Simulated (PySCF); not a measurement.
# Correlation energy of Ag (silver, neutral)

[Kr] 4d10 5s1, 2S determinant. Computed with PySCF 2.14 in ANO-RCC-VTZP, with the spin-free X2C one-electron Hamiltonian (Gaussian nucleus). Frozen: [Kr]; 11 electrons correlated.

```
  level  correlation energy (mhartree)
   CCSD                        -322.65
    (T)                         -12.38
CCSD(T)                        -335.03
```

Diagnostics: T1 = 0.020, D1 = 0.0846, largest double amplitude 0.023.

Cost of the coupled-cluster step: roughly 6 core-seconds, for 11 correlated electrons.

Iterations:

```
CC2 = 0
CCSD nocc = (np.int64(6), np.int64(5)), nmo = (50, 50)
frozen orbitals [[0, 1, 2, 3, 4, 5, 6, 7, 8, 9, 10, 11, 12, 13, 14, 15, 16, 17], [0, 1, 2, 3, 4, 5, 6, 7, 8, 9, 10, 11, 12, 13, 14, 15, 16, 17]]
max_cycle = 100
direct = 0
conv_tol = 1e-08
conv_tol_normt = 1e-06
diis_space = 8
diis_start_cycle = 0
Init t2, MP2 energy = -0.344021188051699
Init E_corr(UCCSD) = -0.344021188170139
cycle = 1  E_corr(UCCSD) = -0.315307228119807  dE = 0.0287139601  norm(t1,t2) = 0.0722977
cycle = 2  E_corr(UCCSD) = -0.322468216584429  dE = -0.00716098846  norm(t1,t2) = 0.0231435
cycle = 3  E_corr(UCCSD) = -0.321891262554899  dE = 0.00057695403  norm(t1,t2) = 0.0108919
cycle = 4  E_corr(UCCSD) = -0.322621818726515  dE = -0.000730556172  norm(t1,t2) = 0.0045952
cycle = 5  E_corr(UCCSD) = -0.322662026444168  dE = -4.02077177e-05  norm(t1,t2) = 0.000241057
cycle = 6  E_corr(UCCSD) = -0.32264851898065  dE = 1.35074635e-05  norm(t1,t2) = 7.89557e-05
cycle = 7  E_corr(UCCSD) = -0.322649119544229  dE = -6.00563578e-07  norm(t1,t2) = 1.45965e-05
cycle = 8  E_corr(UCCSD) = -0.322649387647572  dE = -2.68103344e-07  norm(t1,t2) = 2.73075e-06
cycle = 9  E_corr(UCCSD) = -0.322649373616187  dE = 1.40313851e-08  norm(t1,t2) = 5.07017e-07
cycle = 10  E_corr(UCCSD) = -0.32264936969594  dE = 3.92024679e-09  norm(t1,t2) = 1.19948e-07
UCCSD converged
E(UCCSD) = -5312.96817401311  E_corr = -0.3226493696959402
UCCSD(T) correction = -0.0123804231364552
```
